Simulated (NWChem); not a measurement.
System: BNH2BrF; SMILES NB(F)Br

The following NWChem deck was run.

```
start job
memory heap 200 mb stack 900 mb global 1100 mb
geometry units angstroms noautoz
  B     -0.010024     0.932100     0.000000
  F     -1.174479     1.569342     0.000000
  Br    -0.024257    -0.998855     0.000000
  N      1.188098     1.634255     0.000000
  H      2.091026     1.182530     0.000000
  H      1.210571     2.646173     0.000000
end
basis spherical
  B library 3-21g
  F library 3-21g
  Br library 3-21g
  N library 3-21g
  H library 3-21g
end
dft
  xc pbe0
  iterations 150
  mulliken
end
task dft energy
```

All runs use the structure optimised with PBE0/def2-SVP.

Question: Give the results of this calculation. (PBE0/3-21G.) Quantities: basis functions; energy (Ha); highest occupied level (eV); orbital gap (eV); dipole (D).

Answer: 
```yaml
number_of_basis_functions: 53
energy (Ha): -2741.10
highest occupied level (eV): -7.82
orbital gap (eV): 9.31
dipole (D): 3.42
```
